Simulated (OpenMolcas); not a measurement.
# Computed transition rates of Mn⁴⁺

- Program: OpenMolcas 26.06
- Method: CASSCF
- Basis: ANO-RCC-VQZP [7s6p4d3f2g1h]
- Scalar Hamiltonian: DKH2, point nucleus
- Active space: 3 electrons in 5 orbitals (3d)
- State averaging: 2S+1 = 4 even, 10 roots; 2S+1 = 2 even, 40 roots
- Spin-orbit coupling: state interaction with AMFI integrals over the reference wave functions, term energies averaged over their components

Rates come from the transition moments of the reference wave functions (E1 and E2 in the length form). At fixed line strength A goes as λ^-3 for E1 and M1 and as λ^-5 for E2, so a rate at the computed wavelength can be rescaled to the measured one. Measured vacuum wavelengths follow from level energies in Corliss and Sugar, J. Phys. Chem. Ref. Data 6, 1253 (1977). Branching counts decays inside the model space alone, at computed energies, and the table is only a selection of the E2 and M1 lines, drawn from those between levels with measured partners whose computed energy lies within a factor of 1.5 of the measured one.

```csv
Upper,Lower,Type,λ computed (nm),λ measured (nm),A computed (s-1),A rescaled (s-1),Branching %
3d3 4F 5/2,3d3 4F 3/2,M1,27820,27860,2.01e-03,2.00e-03,100.0
3d3 4F 7/2,3d3 4F 5/2,M1,20400,21000,5.13e-03,4.70e-03,100.0
3d3 4F 9/2,3d3 4F 7/2,M1,16420,17330,6.12e-03,5.21e-03,100.0
3d3 2H 9/2,3d3 2G 9/2,M1,1599,1521,7.59e-02,,62.2
3d3 2H 11/2,3d3 2G 9/2,M1,1508,1442,4.11e-02,,97.6
3d3 2H 9/2,3d3 2G 7/2,M1,1480,1412,4.25e-02,,34.9
3d3 2P 3/2,3d3 4P 3/2,M1,1388,1581,9.13e-02,,25.6
3d3 2P 1/2,3d3 4P 1/2,M1,1387,1504,1.55e-01,,97.1
3d3 4P 5/2,3d3 4F 9/2,E2,507.5,639.5,1.36e-01,4.28e-02,67.0
3d3 4P 3/2,3d3 4F 7/2,E2,502.9,634.5,1.01e-01,3.16e-02,47.6
3d3 2G 9/2,3d3 4F 9/2,M1,496.4,588.7,2.82e-01,,71.4
3d3 2F 5/2,3d3 2H 9/2,E2,495.8,635.6,1.92e-01,5.55e-02,25.3
3d3 4P 1/2,3d3 4F 5/2,E2,494.4,622.1,8.60e-02,2.73e-02,37.8
3d3 2G 7/2,3d3 4F 7/2,M1,493.8,586.3,1.14e-01,,50.9
3d3 4P 3/2,3d3 4F 5/2,E2,490.8,615.9,8.16e-02,2.62e-02,38.4
3d3 4P 1/2,3d3 4F 3/2,E2,485.8,608.5,1.42e-01,4.61e-02,62.2
3d3 2G 7/2,3d3 4F 5/2,M1,482.2,570.3,1.03e-01,,45.9
3d3 2G 9/2,3d3 4F 7/2,M1,481.9,569.4,1.12e-01,,28.2
3d3 2F 7/2,3d3 2G 9/2,E2,381.6,454,2.49e-01,1.04e-01,29.5
3d3 2F 5/2,3d3 2G 7/2,E2,371.4,438.3,2.73e-01,1.19e-01,35.8
3d3 2D 5/2(1),3d3 4F 7/2,M1,335.1,420.3,5.40e-01,,77.4
3d3 2D 3/2(1),3d3 4F 5/2,M1,332.9,411.3,5.43e-01,,56.8
3d3 2D 3/2(1),3d3 4F 3/2,M1,329,405.3,3.06e-01,,32.1
3d3 2D 5/2(2),3d3 2G 9/2,E2,188.4,226.2,2.04e+01,8.18e+00,64.7
3d3 2D 3/2(2),3d3 2G 7/2,E2,185.8,222.4,2.33e+01,9.48e+00,71.6
```

Spin-changing lines and M1 lines between different terms are not rescaled, since their strength hangs on the term gaps too.

The largest correction is for 3d3 2F 5/2 → 3d3 2H 9/2 (E2): 1.92e-01 × (495.8 / 635.6)^5 = 5.55e-02 s-1, a factor of 0.29.

The computed rate and branching of 3d3 4F 5/2 → 3d3 4F 3/2 give the upper level a radiative lifetime of 1.000 / 2.01e-03 s-1 = 4.98e+02 s, counting decays inside the model space alone. The rescaled rate gives about 5.0e+02 s.

The computed order of these levels differs from the measured one in 4 places, and where term gaps are wrong the rates of spin-changing lines can be off by large factors.

These are rates of the free ion; in crystals, glasses and complexes forced electric-dipole and non-radiative decay shorten such lifetimes by orders of magnitude. No measured rate stands beside these. Rescaling mends the energy factor alone: line strengths can still be far off where a level mixes with configurations outside the active space, and weak or spin-changing lines hang on small mixing coefficients that depend on the term gaps too, so rescaling need not improve them.

Without dynamic correlation excited terms often stand tens of per cent too high (terms of higher spin than the ground term too low), and those without a measured partner can miss by more than the paired ones. Some levels mix across a computed gap that differs much from the measured one, so their mixing is not that of the real levels. Computed and measured levels are paired by configuration, term and J; levels that our copy of the source lacks, or whose pairing is in doubt (as where it misses far off the trend of its configuration), stay unpaired. Levels of configurations outside the active space are missing.

A number in round brackets counts repeated terms of one configuration in the order of the reference energies.
